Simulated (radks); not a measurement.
Values are calculated unless marked as measured or tabulated.
Q: The mean radii <r> (bohr) of the occupied orbitals of an atom or ion are listed with their occupations. Level of theory: scalar-relativistic Kohn-Sham, PBE, spin-unpolarised, spherical densities, point nucleus (a radial shooting solver on a logarithmic mesh with Libxc functionals).

orbital  occ.      <r>
1s          2  0.06641
2s          2   0.3049
2p          6   0.2702
3s          2   0.8101

Name the element and its charge.

A: Z = 23, vanadium, charge +11: V11+ in [Ne] 3s2. The 1s radius gives Z: for a bare nucleus <r> = (2 gamma + 1)/(2Z) with gamma = sqrt(1 - (Z/c)^2), 0.0646 bohr for Z = 23, and screening makes it slightly larger (0.06641 here). The occupations add up to 12, and the charge is Z minus that.
